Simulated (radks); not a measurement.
Results of a calculation; reference values are marked as such.
Trend from Sc2+ to Zn2+: ionisation energy by Delta-SCF between NIST ground configurations, and size. Level of theory: Dirac Kohn-Sham, PBEsol, spin-unpolarised, spherical densities, point nucleus; open shells fill j = l - 1/2 first (a radial shooting solver on a logarithmic mesh with Libxc functionals).

species	configuration	configuration of the ion	IE (eV)	NIST (eV)	kind	-e(HOMO) (eV)	outermost	<r> outermost (bohr)	r at 0.001 e/bohr^3 (bohr)
Sc2+	[Ar] 3d1	[Ar]	24.839	24.757	exp.	17.865 (3d3/2)	3d3/2	1.56	3.10
Ti2+	[Ar] 3d2	[Ar] 3d1	26.920	27.492	exp.	19.641 (3d3/2)	3d3/2	1.43	3.15
V2+	[Ar] 3d3	[Ar] 3d2	28.876	29.311	exp.	21.287 (3d3/2)	3d3/2	1.32	3.15
Cr2+	[Ar] 3d4	[Ar] 3d3	30.734	30.96	exp.	22.834 (3d3/2)	3d3/2	1.22	3.12
Mn2+	[Ar] 3d5	[Ar] 3d4	32.387	33.67	exp.	24.196 (3d5/2)	3d5/2	1.15	3.09
Fe2+	[Ar] 3d6	[Ar] 3d5	34.083	30.65	exp.	25.589 (3d5/2)	3d5/2	1.08	3.05
Co2+	[Ar] 3d7	[Ar] 3d6	35.721	33.5	semi-emp.	26.928 (3d5/2)	3d5/2	1.02	3.01
Ni2+	[Ar] 3d8	[Ar] 3d7	37.307	35.19	exp.	28.220 (3d5/2)	3d5/2	0.970	2.97
Cu2+	[Ar] 3d9	[Ar] 3d8	38.849	36.84	exp.	29.472 (3d5/2)	3d5/2	0.924	2.92
Zn2+	[Ar] 3d10	[Ar] 3d9	40.351	39.723	exp.	30.688 (3d5/2)	3d5/2	0.882	2.88

Reference values: NIST Atomic Spectra Database (exp. = measured, semi-emp. = semi-empirical, theory = theoretical value adopted there). Spin polarisation and multiplet splitting are left out, so open shells lie too high by an amount that depends on their filling.

Beside tabulated values, note that spin-unpolarised runs miss the spin-polarisation part of the exchange energy of open shells.
